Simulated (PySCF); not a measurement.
## Polarisability and C₆ of Mo (molybdenum, neutral)

[Kr] 4d5 5s1, high-spin 7S determinant. All numbers are calculated (PySCF 2.14, a scalar-relativistic core potential, in aug-cc-pwCVQZ-PP with ECP28MDF (9s9p8d5f4g3h, 180 functions)). Coupled (time-dependent) response in atomic units; α is the mean over directions.

| method | mean α (bohr³) | C₆ (like pair) | S(−4) |
| --- | --- | --- | --- |
| BP86 | 72.95 | 767.5 | 2882 |

S(−4) is the Cauchy moment in α(ω) = α(0) + S(−4) ω² + …

Reference α: 87 ± 6 bohr³ (recommended; Schwerdtfeger and Nagle, table of static dipole polarizabilities (2023 update)). Published C₆: 1030 (Gould and Bucko (2016)).

α(iu) at BP86:

```tsv
u (hartree)	α(iu) (bohr³)
0	72.95
0.0500	66.52
0.100	53.53
0.200	33.03
0.300	22.44
0.500	12.99
0.750	8.139
1.00	5.724
1.50	3.349
2.00	2.207
3.00	1.159
5.00	0.4732
```

Energies and moments cover only the electrons outside the core potential.
